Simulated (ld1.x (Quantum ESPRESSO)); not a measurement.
**O (Z = 8), PAW: configuration errors across variants**

* Element: oxygen (O)
* Generator: ld1.x (Quantum ESPRESSO) 7.5
* Type: PAW
* Functional: PBEsol
* Relativity: scalar-relativistic
* Frozen core: [He]
* Valence charge: 6
* Reference configuration: 2s2 2p4
* Partial waves: 2s (bound): rcut 0.60, rcutus 0.75 bohr; 2s channel at 0.5 Ry: rcut 0.60, rcutus 0.75 bohr; 2p (bound): rcut 0.85, rcutus 1.20 bohr; 2p channel at -0.3 Ry: rcut 0.85, rcutus 1.20 bohr
* Local potential: all-electron potential smoothed inside 0.55 bohr (lloc = -2)
* Core correction: Bessel-smoothed model core inside 0.50 bohr
* Augmentation charge: BESSEL, radius 0.50 bohr

All-electron excitation energies from the reference (eV): (1) 2s2 2p3 16.360; (2) 2s2 2p2 49.837; (3) 2s2 2p1 103.544; (4) 2s1 2p5 14.855; (5) 2s2 2p3.5 6.254; (6) 2s1 2p4 31.497; (7) 2s0 2p6 29.748.

1 further variants failed, have other tests or too few solved ones, and are left out.

Errors AE − PS in meV (a dash: test not solved or not reliable):

| change | (1) | (2) | (3) | (4) | (5) | (6) | (7) | bound ghosts |
| --- | --- | --- | --- | --- | --- | --- | --- | --- |
| base | -1.0 | -5.5 | -17 | +1.5 | -0.4 | +3.6 | +9.5 | none |
| all radii but the core radius scaled by about 0.85 (s 0.64, p 1.02 bohr, rcut 0.50/0.72); local potential all-electron potential smoothed inside 0.46 bohr (lloc = -2); augmentation BESSEL, radius 0.42 bohr | -0.8 | -3.5 | -14 | +0.7 | -0.3 | +1.2 | +11 | none |
| all radii but the core radius scaled by about 0.95 (s 0.72, p 1.14 bohr, rcut 0.58/0.80); local potential all-electron potential smoothed inside 0.52 bohr (lloc = -2); augmentation BESSEL, radius 0.48 bohr | -0.9 | -4.8 | -16 | +2.0 | -0.4 | +3.6 | +12 | none |
| all radii but the core radius scaled by about 1.07 (s 0.80, p 1.28 bohr, rcut 0.64/0.90); local potential all-electron potential smoothed inside 0.58 bohr (lloc = -2); augmentation BESSEL, radius 0.54 bohr | -1.1 | -5.9 | -18 | +0.4 | -0.4 | +3.1 | +4.5 | none |
| all radii but the core radius scaled by about 1.17 (s 0.88, p 1.40 bohr, rcut 0.70/0.98); local potential all-electron potential smoothed inside 0.64 bohr (lloc = -2); augmentation BESSEL, radius 0.58 bohr | -1.3 | -6.9 | -20 | -0.2 | -0.4 | +2.8 | +0.4 | none |
| all radii but the core radius scaled by about 1.35 (s 1.02, p 1.62 bohr, rcut 0.82/1.16); local potential all-electron potential smoothed inside 0.74 bohr (lloc = -2); augmentation BESSEL, radius 0.68 bohr | -1.2 | -6.7 | -16 | -0.2 | -0.4 | +1.5 | -1.8 | none |

(1) Give the same row for: all radii but the core radius scaled by about 1.28 (s 0.96, p 1.54 bohr, rcut 0.76/1.10); local potential all-electron potential smoothed inside 0.70 bohr (lloc = -2); augmentation BESSEL, radius 0.64 bohr.

Results:

(1) -1.3, -7.1, -18, -0.3, -0.4, +2.3, -1.2; bound ghosts: none.
